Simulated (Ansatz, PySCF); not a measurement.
Molecule: C4H7S, charge 1, multiplicity 1. It need not be the lowest isomer of its formula. 
Coordinates optimised at B3LYP-D3(BJ)/def2-TZVP (Ansatz, an electronic-structure program):
```xyz
12

C     -1.3591     0.0184     0.0390
C     -0.7162    -1.3198    -0.1772
C      0.6038    -1.3825    -0.1024
C      1.3416    -0.1099     0.1920
S      0.0533     1.2071     0.0717
H     -2.0428     0.3380    -0.7470
H     -1.8683     0.1091     1.0005
H     -1.3535    -2.1785    -0.3427
H      1.1716    -2.2983    -0.1997
H      1.7456    -0.0625     1.2051
H      2.1367     0.1396    -0.5103
H      0.1380     1.4016    -1.2612
```
Charge +1, spin multiplicity 1.

Total electronic energies in hartree. Correlated levels leave the core frozen unless marked. Spin-orbit coupling is left out. Non-relativistic. Basis-set limits of correlation are two-point, X^-3; Hartree-Fock from the larger set. [CCSD(T)-MP2]/basis is that difference in the basis named.

```tsv
level	program	energy (Eh)
HF/STO-3G	Ansatz	-546.67407
HF/cc-pV(D+d)Z	Ansatz	-552.81983
revPBE-D3(BJ)/def2-TZVPD	Ansatz + dftd3	-554.51864
r2SCAN-D3(BJ)/def2-TZVPD	Ansatz + dftd3	-554.48405
r2SCAN-D4/def2-TZVPD	Ansatz + dftd4	-554.48324
B97M-V/def2-TZVPD	Ansatz	…
B3LYP/def2-TZVPD	Ansatz	-554.62545
PBE0/STO-3G	Ansatz	-548.02273
PBE0-D4/def2-TZVP	Ansatz + dftd4	-554.28310
PBE0/def2-TZVPD	Ansatz	-554.27602
BHLYP-D3(BJ)/def2-TZVPD	Ansatz + dftd3	-554.51672
TPSSh-D3(BJ)/def2-TZVPD	PySCF + dftd3	…
LC-wPBE-D4/def2-TZVPD	Ansatz + dftd4	-554.39457
LC-wPBE/def2-TZVPD	Ansatz	-554.38421
B2GP-PLYP-D3(BJ)/def2-TZVPD	Ansatz + dftd3	-554.25420
B2PLYP-D4/def2-TZVPD	Ansatz + dftd4	-554.33126
B2PLYP/def2-TZVPD	Ansatz	-554.32479
MP2/STO-3G	Ansatz	-546.93083
SCS-MP2/6-31G*	Ansatz	-553.39859
CCSD/6-31G	Ansatz	-553.12403
CCSD(T)/cc-pV(D+d)Z	Ansatz	-553.57330
CCSD(T)/cc-pVTZ	Ansatz	-553.78701
RI-MP2/CBS(cc-pV(T+d)Z,cc-pV(Q+d)Z)+[CCSD(T)-MP2]/cc-pV(T+d)Z	Ansatz	-553.8985
```

Complete the blanks.


- B97M-V/def2-TZVPD, energy (Eh): -554.50701
- TPSSh-D3(BJ)/def2-TZVPD, energy (Eh): -554.65333
